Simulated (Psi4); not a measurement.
Level of theory: SAPT0/jun-cc-pVDZ, frozen core (Psi4 1.11).

Psi4 input:

```
molecule {
0 1
C -1.53182585 -1.22923313 -0.09880865
Al -0.00031304 -0.00001625 0.00274623
C 1.82537718 -0.71432278 0.15573617
C -0.29383842 1.94354588 -0.05400085
H -1.55458968 -1.90662155 0.77448980
H -1.44964679 -1.88571804 -0.98477892
H -2.50809412 -0.72024190 -0.15251801
H 2.45237440 -0.37659222 -0.68998833
H 1.87146210 -1.81526475 0.18513938
H 2.32260710 -0.33451699 1.06720597
H -0.96202968 2.26608427 0.76557475
H -0.80453052 2.23720511 -0.98964308
H 0.63304730 2.53569232 0.01884553
--
-1 1
F -0.14210208 0.02893250 1.80168683
units angstrom
symmetry c1
no_reorient
no_com
}
set basis jun-cc-pvdz
set scf_type df
set freeze_core true
energy('sapt0')
```

Part of the output:

```
    SAPT Results
  --------------------------------------------------------------------------------------------------------
    Electrostatics               -166.72242925 [mEh]    -104.61990384 [kcal/mol]    -437.72967768 [kJ/mol]
      Elst10,r                   -166.72242925 [mEh]    -104.61990384 [kcal/mol]    -437.72967768 [kJ/mol]

    Exchange                      153.51064077 [mEh]      96.32938141 [kcal/mol]     403.04213181 [kJ/mol]
      Exch10                      153.51064077 [mEh]      96.32938141 [kcal/mol]     403.04213181 [kJ/mol]
      Exch10(S^2)                 149.65341087 [mEh]      93.90893310 [kcal/mol]     392.91497610 [kJ/mol]

    Induction                     -67.09302810 [mEh]     -42.10151076 [kcal/mol]    -176.15272101 [kJ/mol]
      Ind20,r                    -235.48922731 [mEh]    -147.77172111 [kcal/mol]    -618.27688113 [kJ/mol]
      Exch-Ind20,r                156.96349439 [mEh]      98.49607977 [kcal/mol]     412.10759775 [kJ/mol]
      delta HF,r (2)               11.43270482 [mEh]       7.17413059 [kcal/mol]      30.01656238 [kJ/mol]

    Dispersion                    -12.24092982 [mEh]      -7.68129943 [kcal/mol]     -32.13855680 [kJ/mol]
      Disp20                      -21.80683310 [mEh]     -13.68399436 [kcal/mol]     -57.25383241 [kJ/mol]
      Exch-Disp20                   9.56590328 [mEh]       6.00269493 [kcal/mol]      25.11527561 [kJ/mol]
      Disp20 (SS)                 -10.90341655 [mEh]      -6.84199718 [kcal/mol]     -28.62691621 [kJ/mol]
      Disp20 (OS)                 -10.90341655 [mEh]      -6.84199718 [kcal/mol]     -28.62691621 [kJ/mol]
      Exch-Disp20 (SS)              4.96984518 [mEh]       3.11862493 [kcal/mol]      13.04832672 [kJ/mol]
      Exch-Disp20 (OS)              4.59605810 [mEh]       2.88407000 [kcal/mol]      12.06694889 [kJ/mol]

  Total HF                        -80.30481658 [mEh]     -50.39203319 [kcal/mol]    -210.84026688 [kJ/mol]
  Total SAPT0                     -92.54574639 [mEh]     -58.07333262 [kcal/mol]    -242.97882368 [kJ/mol]
```
